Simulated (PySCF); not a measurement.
Computed vibrations of [PmCl4]−

[PmCl4]− (singlet in the valence; each metal's 4f electrons, 4 of them, lie in its core potential, out of spins and levels). PySCF 2.14.0, RKS PBE0, Pm lcecp-1-SVP with ECP50, Cl def2-SVP; non-relativistic Hamiltonian with scalar-relativistic core potentials where named; density fitting; no spin-orbit coupling. Central differences of gradients.

```xyz
5

Pm    0.0000    0.0000    0.0000
Cl    1.5002    1.5002    1.5002
Cl   -1.5002   -1.5002    1.5002
Cl    1.5002   -1.5002   -1.5002
Cl   -1.5002    1.5002   -1.5002
```

Run from Python with OMP_NUM_THREADS=2. Where DIIS fails, smearing, a level shift and second-order steps follow.
It took 49 s on 2 threads of Intel(R) Xeon(R) Platinum 8259CL CPU @ 2.50GHz (Skylake/Cascade Lake) (shared host).

**Question.** What are the harmonic wavenumbers and infrared intensities?

**Answer.** Modes are labelled in Td; negative numbers are unstable modes, those under 60 cm⁻¹ near the noise; a finer grid moves soft modes by up to 10 cm⁻¹.
```
cm⁻¹  km/mol  symmetry
  69     0.0         e
  69     0.0         e
  80    11.3        t2
  80    11.3        t2
  80    11.3        t2
 289     0.0        a1
 304    89.5        t2
 304    89.5        t2
 304    89.5        t2
```

**Question.** Is this a minimum?

**Answer.** Yes. Ideal gas at 298.15 K and 1 bar: S = 408.4 J/(mol K), Cp = 102.4 J/(mol K), H − H(0 K) = 24.6 kJ/mol (rigid rotor, harmonic modes, spin degeneracy alone, that of the 4f electrons in the core included).

An lcecp potential fixes the number of 4f electrons, so in runs with it no electron can move into or out of that shell.
